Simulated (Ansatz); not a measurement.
Compare A (`NC[SiH2]Cl`) with its isomer B (`CN[SiH2]Cl`).

Computed with Ansatz on PBE0-D4/def2-TZVP structures; ΔE is electronic, products minus reactants. CCSD(T)/CBS adds triple-zeta CCSD(T) − MP2 to the extrapolated MP2 energy (def2 sets, frozen cores). Functionals use def2-TZVPP. B3LYP here is the variant with VWN-RPA as its local correlation; programs differ in this. Each species was taken in one conformer, which may not be the lowest.

A:

Z-matrix (Å, degrees):
```
C
Si 1 1.871
N 1 1.455 2 110.5
H 1 1.098 2 105.9 3 -118.1
H 1 1.102 2 109.0 3 127.8
Cl 2 2.066 1 108.2 3 -57.9
H 2 1.481 1 112.0 3 60.2
H 2 1.484 1 110.8 3 -175.6
H 3 1.012 1 111.3 2 180.0
H 3 1.012 1 110.8 2 60.6
```

B:

```xyz
10

C     0.058    1.405   -0.128
N     0.010    0.064   -0.677
Si    0.132   -1.346    0.260
Cl   -1.491   -1.710    1.499
H    -0.926    1.783    0.171
H     0.493    2.104   -0.847
H     0.697    1.411    0.758
H    -0.489    0.003   -1.551
H     0.227   -2.501   -0.658
H     1.289   -1.213    1.174
```

Q: Which is lower in electronic energy at CCSD(T)/CBS, and by how much? (An estimate is asked.)

A: Computed: B, by 71.9 kJ/mol.

Q: Give E(B) − E(A) in kJ/mol with B2PLYP, CCSD/def2-TZVPP, r2SCAN-D4, PBE-D4, CCSD(T)/def2-SVP, B3LYP-D4, BLYP-D4. (Best estimate.)

A: Ansatz gave: B2PLYP -74.9, CCSD/def2-TZVPP -72.9, r2SCAN-D4 -71.8, PBE-D4 -66.0, CCSD(T)/def2-SVP -70.0, B3LYP-D4 -73.5, BLYP-D4 -72.0. None reverses the order clearly.

Q: Does the order hold for the free energy at 298.15 K (harmonic terms from PBE0-D4)? (Best estimate.)

A: The calculation gave: Yes: G(B) − G(A) = -72.5 kJ/mol, for one conformer each.

Largest T1 diagnostic: 0.010.

In def2-TZVPP, CCSD(T) changes the Hartree–Fock value by +8.7 kJ/mol (the triples alone add +0.9 kJ/mol) and MP2 by +6.3 kJ/mol. Leaving LDA and LC-ωPBE aside and taking each functional with its dispersion term where it has one, the values, not all of them listed here, spread over 10.8 kJ/mol, from BHLYP-D4 to revPBE-D4.
